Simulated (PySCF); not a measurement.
# Reading the logs of faulty runs: BCH5N2

These are calculations, not measurements. They come from PySCF 2.14.0, an open-source quantum chemistry program, on an isolated molecule that a program drew, which may never have been made. The molecule is BCH5N2 (charge 0, singlet), drawn as the SMILES string `CN=BN`.

Each row is a Hartree-Fock (HF) and frozen-core CCSD(T) single point in the cc-pVDZ basis, meant for a local HF minimum. Run 1 is clean. Each other run has one planted mistake out of seven kinds, and not every kind appears here: one electron removed, one electron added, multiplicity raised by two, geometry at a saddle point, minimal basis STO-3G, one bond length entered in bohr, all coordinates scaled. The reference is restricted for singlets and unrestricted otherwise, and also for a bond in bohr. Adding or removing an electron swaps singlet and doublet. Electrons count all cores. HOMO and LUMO are orbital energies over both spins, the gradient is its largest component, and the lowest frequency (negative if imaginary) is given only where the gradient is small. Bond lengths are over the 8 bonds as drawn. T1 is the CCSD diagnostic: over 0.02 (restricted) or 0.045 (unrestricted) a single reference is doubtful.

Geometry of the clean run:
```xyz
9
BCH5N2, angstrom
C    -1.7382   -2.0790   -2.6905
N    -1.1781   -0.8159   -2.4119
B    -0.7009    0.2889   -2.1489
N    -0.1735    1.5489   -1.8165
H    -0.9597   -2.8351   -2.8224
H    -2.3294   -2.0551   -3.6098
H    -2.3945   -2.4177   -1.8839
H     0.8123    1.6062   -1.6533
H    -0.5031    2.3372   -2.3377
```

```
run  electrons  basis functions  <S^2>  HOMO (eV)  LUMO (eV)  gradient (hartree/bohr)  lowest frequency (cm^-1)  mean bond (Å)  longest bond (Å)      T1  HF (hartree)  CCSD(T) (hartree)                 mistake
  1         30               81  0.000      -9.58       4.61                  4.7e-05                        21         1.1661             1.410  0.0127    -174.40671         -175.01078                no fault
  2         30               25  0.000      -7.44      10.92                  8.2e-02                         -         1.1661             1.410  0.0149    -172.18913         -172.44516    minimal basis STO-3G
  3         31               81  0.755       3.83       8.86                  4.5e-02                         -         1.1661             1.410  0.0221    -174.25077         -174.87470      one electron added
  4         30               81  0.000      -9.51       4.21                  5.2e-02                         -         1.2419             1.501  0.0152    -174.36848         -174.99222  all coordinates scaled
  5         30               81  2.021      -3.45       1.38                  2.4e-01                         -         1.1661             1.410  0.0162    -174.19903         -174.76902                       ?
```

**Which mistake was planted in run 5, and what did it cost?**

Electrons, basis and geometry are unchanged, and <S^2> is 2.021, beside S(S+1) = 2.00 for a multiplicity of 3. So the mistake is: multiplicity raised by two. Subtracting run 1 and multiplying by 627.51 kcal/mol a hartree, the energy moved by 130.3 kcal/mol in HF and 151.7 kcal/mol in CCSD(T).

Cautions from the logs. Run 3: the HOMO is above zero, so the electron isn't bound and the energy depends on the basis.
